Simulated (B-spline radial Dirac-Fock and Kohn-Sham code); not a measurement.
**Elastic and transport cross sections of promethium for positrons**

These are calculated numbers from a B-spline atomic structure program; the model is relativistic (Dirac) partial waves in the static field of the Dirac-Fock atom, without polarisation or absorption potentials. Below a few hundred eV the neglected polarisation potential matters, most of all at small angles. σ_tr1 and σ_tr2 weight the cross section with 1 − P₁ and 1 − P₂ of cos θ; "backward" is the share scattered beyond 90°.

```csv
energy (eV),σ (a₀²),σ_tr1 (a₀²),σ_tr2 (a₀²),σ/σ_tr1,backward (%)
135,29.4,4.24,7.40,6.93,4.0
142,28.8,4.09,7.14,7.04,3.9
267,21.9,2.53,4.53,8.63,3.0
283,21.3,2.42,4.34,8.81,2.9
332,19.8,2.13,3.85,9.32,2.7
592,15.2,1.31,2.43,11.5,2.1
699,14.0,1.14,2.12,12.3,2.0
1750,8.81,0.489,0.955,18.0,1.2
4830,?,?,?,?,?
5690,4.62,0.134,0.284,34.5,0.49
9440,3.43,0.0717,0.157,47.8,0.32
28300,1.70,0.0161,0.0378,106,0.11
38800,1.38,0.0101,0.0242,137,0.078
78600,0.865,0.00344,0.00858,252,0.034
83300,0.833,0.00314,0.00786,266,0.031
152000,0.576,0.00121,0.00315,475,0.014
```

Q: Fill in the row for 4.83 keV.

A: σ = 5.07 a₀², σ_tr1 = 0.162 a₀², σ_tr2 = 0.342 a₀², σ/σ_tr1 = 31.3, backward 0.56 %. The ratio σ/σ_tr1 is roughly the number of elastic collisions that randomise the direction.
